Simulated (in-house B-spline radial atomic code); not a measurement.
Configurations of In⁶⁺, with energies counted from [Kr] 4d7. All numbers are computed (scalar-relativistic (X2C) PBE0, spin-polarised, spherical fractional occupations, exact exchange averaged over the configuration; Fermi nucleus of rms radius 4.6156 fm) with a radial B-spline atomic code at the basis-set limit, not measured. Shells without spins written out take the highest spin.

Occupations are held fixed; configurations that lie above the ionisation limit could autoionise.

| configuration | E - E(ref) (eV) | highest orbital | its <r> (bohr) |
| --- | --- | --- | --- |
| [Kr] 4d6 5d1 | 59.658 | 5d up | 2.478 |
| [Kr] 4d6 5f1 | 77.014 | 5f up | 3.375 |
| [Ar] 3d10 4s2 4p5 4d7 5s1 | 94.262 | 5s up | 1.835 |
| [Ar] 3d10 4s2 4p5 4d7 5d1 | 124.5 | 5d up | 2.47 |

**Question.** Order these further configurations by energy, lowest first.
A. [Kr] 4d6 5p1
B. [Kr] 4d6 4f1
C. [Ar] 3d10 4s2 4p5 4d7 4f1
D. [Ar] 3d10 4s2 4p5 4d7 5p1

**Answer.** A (41.9 eV), B (56.016 eV), D (106.69 eV), C (120.5 eV).
